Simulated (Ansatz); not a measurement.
Ideal-gas functions of ClFH$_{2}$OSiTe, SMILES `O[Si](F)(Cl)[TeH]` at 298.15 K and 1 bar, from an Ansatz frequency run at PBE0-D4/def2-TZVP.

Molar mass 228.15 g/mol, point group C1 (symmetry number 1), electronic degeneracy 1, moments of inertia 190.134, 571.557, 638.743 u Å². Harmonic wavenumbers (cm⁻¹, unscaled): 87, 131, 153, 212, 230, 283, 296, 409, 536, 603, 808, 894, 984, 2166, 3920.

Use S(trans) = R[1.5 ln M + 2.5 ln T − 1.1517]; rotational temperatures θ = 24.2544 K / I; S(rot) = R[ln(√π/σ · √(T³/θAθBθC)) + 1.5]; for each mode x = 1.438777 ν̃/T, S = R[x/(eˣ − 1) − ln(1 − e⁻ˣ)] and H = RT x/(eˣ − 1); 1 cm⁻¹ = 0.0119627 kJ/mol; R = 8.31446 J/(mol·K).

Q: By hand: the entropy, in J/(mol·K).

A: Translation 176.6. Rotation: θ = 0.1276, 0.0424, 0.038 K, giving 123.6. Vibration, mode by mode: 15.59, 12.26, 11.02, 8.48, 7.86, 6.34, 6.02, 3.89, 2.40, 1.86, 0.84, 0.60, 0.42, 0.00, 0.00, in all 77.6. Electronic 0.0. Sum 377.8 J/(mol·K).

Q: By hand: H − E and G − E in kJ/mol, counted from the electronic energy.

A: Zero-point energy ½ × 11712 × 0.0119627 = 70.1; thermal vibration 12.7; translation, rotation and pV give 4 RT = 9.9. H − E = 92.7 kJ/mol, and G − E = 92.7 − 298.15 × 377.8/1000 = -19.9 kJ/mol.

Vibration gives 21 % of the entropy, 27.9 J/(mol·K) of it from the modes under 150 cm⁻¹: soft modes count most, and the harmonic formula is weakest for them. The sum counts one conformer and one mirror image; others add a mixing term.
